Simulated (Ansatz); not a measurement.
A run for Ansatz (a quantum-chemistry and plane-wave program): R-B3LYP/def2-TZVPPD on GeH6S (a complex), monomers drawn apart or pushed together. Files ending in .json are basis or fitting sets from the Basis Set Exchange.

Ansatz 0.2 input:
```yaml
crystal:
  periodic: [false, false, false]
  atoms:
    - {symbol: S, position_ang: [0.15622602, -0.37545103, -0.31384901]}
    - {symbol: H, position_ang: [0.27778211, -1.63364362, 0.13843912]}
    - {symbol: H, position_ang: [-1.17203866, -0.37163864, -0.11926021]}
    - {symbol: Ge, position_ang: [-0.06220209, 0.42973272, 5.02398762]}
    - {symbol: H, position_ang: [-0.19000304, 0.58019582, 6.55035479]}
    - {symbol: H, position_ang: [-1.06916144, -0.62704020, 4.54449342]}
    - {symbol: H, position_ang: [1.36225541, -0.02150382, 4.67630563]}
    - {symbol: H, position_ang: [-0.36719463, 1.77507853, 4.35326017]}
basis:
  gaussian:
    orbitals: def2-TZVPPD.json
hamiltonian:
  xc: {name: B3LYP}
scf: {lower_state_search: off}
```

Output:

```
WARN ansatz: RAYON_NUM_THREADS=2 ignored (pool sized by the plan → 2); use --threads N
Functional definition: B3LYP
these checks for a lower state are left out or cut short: stability, starts, cluster_reference, orbital_swaps, neighbouring_geometries, increment
integrals: 0.11 GiB planned
1112 factors; their error is unknown
mean field: 0.97 GiB planned
mean field evaluation 1: about -67452.3525 eV, gradient 2.4e1 eV
mean field evaluation 2: about -67452.6917 eV, gradient 2.3e1 eV
mean field evaluation 4: about -67453.3144 eV, gradient 9.2e-1 eV
mean field evaluation 8: about -67453.5152 eV, gradient 2.0e-1 eV
mean field evaluation 16: about -67453.5152 eV, gradient 1.0e-6 eV
mean field -67453.51524992 eV, -2478.8709637998 hartree, gradient 1.1e-6 eV, S^2 0.000000; 0 other end points of the search recorded, 0 dependent functions left out
reference -67453.51558099 eV, -2478.8709759665 hartree; 27, 27 occupied and 180, 180 virtual orbitals, 1112 factors
Total energy: -67453.51558099 eV, -2478.8709759665 hartree
Checks for a lower state left out: stability, starts, cluster_reference, orbital_swaps, neighbouring_geometries, increment
```

The calculation finished and met its thresholds.

Cost: roughly 6 core-seconds.
